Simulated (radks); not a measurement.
The antimony anion Sb- inside a hard spherical wall (all orbitals vanish at R), configuration held at [Kr] 4d10 5s2 5p4 and not refilled when levels cross. All-electron calculation, scalar-relativistic Kohn-Sham, PBE, spin-polarised, spherical densities, point nucleus; open shells are filled with parallel spins first (spin-orbit coupling, left out, can overturn this in heavy ions). Program: a radial shooting solver on a logarithmic mesh with Libxc functionals. Eigenvalues in eV for spin up, with the zero of energy where the potential of the charges vanishes at infinity; a dash marks a level that is unbound or too diffuse for the functional's potential to be trusted. A positive occupied level is held by the wall or, in an anion where self-interaction has pushed it up, behind a barrier. The pressure on the wall is -dE/dV.

| R (bohr) | E (hartree) | kinetic (hartree) | e(4p) | e(4d) | e(5s) | e(5p) | e(6s, empty) | e(5d, empty) | pressure (GPa) |
|---|---|---|---|---|---|---|---|---|---|
| 15 | -6481.53567 | 6779.091 | -95.170 | -26.930 | -6.967 | 0.514 | 2.625 | 3.717 | 0.00195 |
| 12 | -6481.53436 | 6779.096 | -95.021 | -26.781 | -6.825 | 0.636 | 3.304 | 4.769 | 0.0146 |
| 10 | -6481.53069 | 6779.114 | -94.755 | -26.515 | -6.590 | 0.847 | 4.236 | 5.865 | 0.0784 |
| 8 | -6481.51501 | 6779.187 | -94.036 | -25.800 | -5.997 | 1.410 | 6.343 | 7.694 | 0.576 |
| 7 | -6481.48984 | 6779.300 | -93.235 | -25.008 | -5.375 | 2.050 | 8.562 | 9.257 | 1.83 |
| 6 | -6481.42524 | 6779.579 | -91.749 | -23.545 | -4.260 | 3.290 | 12.711 | 11.832 | 6.67 |
| 5 | -6481.23917 | 6780.334 | -88.851 | -20.716 | -2.065 | 5.932 | 21.283 | 16.651 | 29.2 |
| 4 | -6480.61884 | 6782.629 | -82.954 | -15.041 | 2.990 | 12.318 | 41.281 | 27.194 | 163 |
| 3.5 | -6479.80314 | 6785.476 | -77.786 | -10.137 | 8.292 | 19.045 | 61.534 | 37.601 | 442 |
| 2 | -6460.50693 | 6849.168 | -26.341 | 41.176 | 97.534 | 124.08 | 321.31 | 170.28 | 26500 |
